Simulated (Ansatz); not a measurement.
Z-matrix (Å, degrees):
```
Si
O 1 1.666
N 1 1.698 2 112.2
H 1 1.487 2 105.5 3 -120.0
H 1 1.479 2 109.6 3 118.5
C 2 1.366 1 124.0 3 150.7
H 3 1.006 1 122.2 2 -66.2
H 3 1.006 1 120.9 2 86.1
F 6 1.381 2 110.6 1 72.3
H 6 1.093 2 109.0 1 -170.0
H 6 1.098 2 112.1 1 -46.3
```

The species carries charge 0 and has multiplicity 1.

(1) List the PBE0/def2-TZVPP orbital energies in eV (Ansatz 0.2.0). (Best estimate.)

Answers

(1) Computed: Occupied: -1803.13, -673.60, -522.93, -391.03, -281.53, -145.34, -100.03, -100.00, -99.99, -33.59, -28.91, -24.02, -19.28, -15.87, -14.49, -14.44, -14.08, -13.79, -11.66, -10.96, -10.86, -9.98, -9.10, -8.72, -7.97. Lowest empty: 0.58, 1.31, 2.13, 2.33, 2.45, 2.65, 2.93, 3.45.
